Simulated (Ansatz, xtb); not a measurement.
**Relative energy of two isomers of C2H2Se**

We compare I, `C1=C[Se]1`, a singlet, with II, `C#C[SeH]`, a singlet. Both are isolated molecules in the gas phase, relaxed with B3LYP-D4/def2-TZVP.

Energies in hartree; the thermal terms are from B3LYP-D4/def2-TZVP harmonic frequencies (ideal gas, rigid rotor, one conformer each, 298.15 K, 1 atm) and include the zero-point energy:

```
                                 I            II
E, CCSD(T)/def2-TZVPP  −2477.291424  −2477.308167
    zero-point energy      0.028343      0.025749
         H(298 K) − E      0.032969      0.030901
         G(298 K) − E      0.002594     −0.000596
```

**Question.** Work out ΔE, ΔE₀, ΔH and ΔG for I → II in kcal/mol (1 Eh = 627.51 kcal/mol) and the equilibrium ratio [II]/[I].

**Answer.** 1. ΔE = −2477.308167 − (−2477.291424) = −0.016743 Eh = −10.51 kcal/mol.
2. ΔE₀ = ΔE + ΔZPE = −0.016743 + (−0.002594) Eh = −12.13 kcal/mol.
3. ΔH = ΔE + (−0.002068) Eh = −11.80 kcal/mol.
4. ΔG = ΔE + (−0.003190) Eh = −12.51 kcal/mol, so ΔS = (ΔH − ΔG)/T = +9.9 J/(mol K).
5. kT = 0.9442 mEh, so K = [II]/[I] = exp(−ΔG/kT) = exp(+21.11) ≈ 1.5 × 10^9.

Structure II is favoured at this temperature. An error of 1 kcal/mol in ΔG would change K by a factor of 5.4. Mirror images and further conformers aren't counted.

As drawn, II has 1 C≡C, 1 Se–H in place of 1 C=C, 1 C–Se, 1 C–H. Structure I has a 3-membered ring, II no ring.

Other levels gave ΔE = −7.8 (GFN2-xTB); −22.9 (HF/STO-3G, GFN2-xTB geometries); −8.4 (r2SCAN-D4/def2-SVP, GFN2-xTB geometries); −9.6 (B3LYP-D4/def2-TZVP); −15.2 (HF/def2-TZVPP); −10.1 (MP2/def2-TZVPP) kcal/mol. The correlated steps freeze 11 core orbitals; the filled d shell of Se is correlated, in a basis made for valence electrons. Programs: Ansatz 0.2.0, xtb 6.7.1.
